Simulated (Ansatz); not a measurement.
C2H11GaSi2, SMILES `C[SiH2][CH2][GaH][SiH3]` at its PBE0-D4/def2-TZVP geometry, where that method's forces vanish. Total charge 0; spin multiplicity 1.

```xyz
16

C    -0.7333    0.7903   -1.6740
Si   -1.5270   -0.7099   -0.8818
C    -0.3097   -1.6301    0.1996
Ga    0.3498   -0.5333    1.6949
Si    2.0318    1.1564    1.2993
H    -0.4235    1.5263   -0.9270
H     0.1518    0.5048   -2.2484
H    -1.4312    1.2832   -2.3547
H    -2.0622   -1.6029   -1.9499
H    -2.6897   -0.2685   -0.0559
H    -0.7860   -2.5350    0.5872
H     0.5369   -1.9223   -0.4311
H    -0.2830   -0.7270    3.1244
H     3.0328    1.2454    2.3994
H     1.3712    2.4914    1.1932
H     2.7713    0.9310    0.0249
```

Task: What forces (eV/Å) does B3LYP-D4/def2-TZVPP give on these atoms in Ansatz? (An estimate is asked.)

Result: Computed: 
```
C1   0.046  0.088 -0.037
Si2 -0.210 -0.073 -0.045
C3  -0.016 -0.170 -0.103
Ga4  0.047  0.042  0.165
Si5  0.106  0.122 -0.026
H6  -0.012 -0.032 -0.053
H7  -0.039  0.030  0.025
H8   0.045 -0.011  0.028
H9   0.029  0.056  0.063
H10  0.073 -0.026 -0.049
H11  0.045  0.044 -0.028
H12 -0.046  0.001  0.049
H13 -0.006  0.000 -0.006
H14 -0.055 -0.004 -0.066
H15  0.040 -0.079  0.005
H16 -0.046  0.012  0.077
```

B3LYP here is the variant with VWN-RPA as its local correlation; programs differ in this.
